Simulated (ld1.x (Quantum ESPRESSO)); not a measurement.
Reading a pseudo-wave (C)

Columns: radius, all-electron u(r) and pseudo u(r) of the 2p shell (level -5.42 eV) of carbon in the configuration [He] 2s2 2p2; LDA (PZ), non-relativistic, TM scheme, ld1.x (Quantum ESPRESSO) 7.5.

```
r (bohr)  all-electron  pseudo
   0.140        0.0837  0.0250
   0.280        0.2349  0.0965
   0.420        0.3823  0.2046
   0.560        0.5031  0.3343
   0.700        0.5928  0.4682
   0.840        0.6535  0.5890
   0.980        0.6893  0.6836
   1.120        0.7050  0.7444
   1.260        0.7052  0.7706
   1.400        0.6940  0.7670
   1.540        0.6746  0.7413
   1.680        0.6495  0.7022
   1.820        0.6207  0.6572
   1.960        0.5897  0.6117
   2.100        0.5575  0.5688
   2.240        0.5251  0.5297
   2.380        0.4928  0.4942
   2.520        0.4613  0.4615
   2.660        0.4307  0.4307
   2.800        0.4014  0.4014
   2.940        0.3734  0.3734
   3.080        0.3467  0.3467
   3.220        0.3215  0.3215
   3.360        0.2978  0.2978
   3.500        0.2756  0.2756
   3.640        0.2547  0.2547
```

(1) How many radial nodes do the two functions have?

(2) At about which radius was the pseudo-wave matched?

(3) Is the pseudo-wave norm-conserving?

Results:

(1) The all-electron 2p function has n − l − 1 = 0; the pseudo-wave has 0.

(2) 2.80 bohr. The columns agree to 0.0005 from 2.52 bohr on; several derivatives are matched, so the curves merge somewhat inside the radius.

(3) Yes: the TM scheme keeps the norm inside the radius equal to the all-electron one, which fixes the energy derivative of the logarithmic derivative at the level.
